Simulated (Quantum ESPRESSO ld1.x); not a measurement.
Radial electron density D(r) = 4 pi r^2 rho(r) of an atom or ion with 4 electrons. Calculated with ld1.x of Quantum ESPRESSO 7.5: scalar-relativistic Kohn-Sham, LDA (Slater exchange, Perdew-Wang correlation), spin-polarised, spherical densities, point nucleus.

r (bohr)  D(r) (e/bohr)
0.009639         0.2150
0.0107           0.2608
0.01177          0.3112
0.01306          0.3762
0.01438          0.4474
0.01596          0.5387
0.01756          0.6381
0.01933          0.7541
0.02145          0.9011
0.02361           1.059
0.0262            1.257
0.02884           1.468
0.032             1.729
0.03523           2.003
0.03909           2.336
0.04303           2.679
0.04736           3.055
0.05255           3.498
0.05785           3.938
0.06419           4.439
0.07066           4.916
0.0784            5.436
0.0863            5.904
0.09576           6.378
0.1054            6.764
0.116             7.079
0.1287            7.317
0.1417            7.419
0.1573            7.382
0.1731            7.201
0.1921            6.842
0.2114            6.368
0.2346            5.724
0.2582            5.040
0.2842            4.311
0.3154            3.525
0.3472            2.855
0.3852            2.239
0.424             1.809
0.4705            1.514
0.5179            1.399
0.5747            1.421
0.6326            1.540
0.6963            1.704
0.7727            1.877
0.8505            1.984
0.9437            2.004
1.039             1.919
1.153             1.719
1.269             1.461
1.408             1.140
1.55             0.8448
1.706            0.5821
1.893            0.3556
2.084            0.2064
2.312            0.1030
2.545           0.04881
2.824           0.01916
3.108          0.007124
3.449          0.002099
3.797         0.0005837

What is the nuclear charge?

Answer. Z = 7. The innermost maximum, from 1s, lies near gamma/Z bohr with gamma = sqrt(1 - (Z/c)^2) = 0.999, here 0.143 bohr (found: 0.146), and its height grows with Z. The density is that of the nitrogen ion N3+ in [He] 2s2; the configuration itself is not fixed sharply by these data. D(r) has 2 maxima, at r = 0.146, 0.914 bohr, and minima at 0.535 bohr, inside which lie 2.07 electrons.
